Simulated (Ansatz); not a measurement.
## Energy profile

The step: ZnHCl ([Cl][ZnH]) + HCl → ZnCl₂ + H₂; bonds formed: Zn1–Cl5, H2–H4; bonds broken: Zn1–H2, H4–Cl5 (atoms numbered as in the saddle structure below).

```xyz
5
angstrom
Zn 0.2407 -0.5680 -0.1221
H 0.5124 0.3537 1.2376
Cl 0.5043 -2.2830 -1.3001
H -0.1774 1.0296 0.6750
Cl -1.0801 1.4677 -0.4903
```

Electronic energies by CCSD(T) at an estimated basis limit (MP2 extrapolated from triple and quadruple zeta, plus CCSD(T) − MP2 in triple zeta), on PBE0-D4/def2-TZVP structures; ZnH₂Cl₂, singlet; no counterpoise correction. Computed with Ansatz 0.2.0 (basis: def2-TZVPP and def2-QZVPP); correlated methods freeze the cores. The 3s and 3p shells of Cu and Zn are frozen; filled d shells are correlated. Extrapolation: Hartree–Fock as exp(−7.88 √X), correlation as X^−2.97.

Question: Give the profile in kcal/mol, counted from the separated reactants. (To be estimated.)

Answer: By the calculation:
| point | kcal/mol |
| --- | --- |
| separated: ZnHCl (linked as [Cl][ZnH]; Zn1, H2, Cl3; singlet) + HCl (H4, Cl5; singlet) | 0.00 |
| start structure | -3.10 |
| saddle | 11.22 |
| end structure | -26.66 |
| separated: ZnCl₂ (linked as [Cl][Zn][Cl]; Zn1, Cl3, Cl5; singlet) + H₂ (H2, H4; singlet) | -25.50 |

The T1 diagnostic stays at or below 0.015.

For scale, one of the runs: CCSD(T)/def2-TZVPP, 176 basis functions, launched by `ansatz run in.yaml --threads 4 --pin off --events-out ev --progress --plain --max-ram 9574MiB`. Hardware: 4 CPU threads of an Arm Neoverse V2, shared host. Wall time 27 s; peak host memory 1.5 GiB.
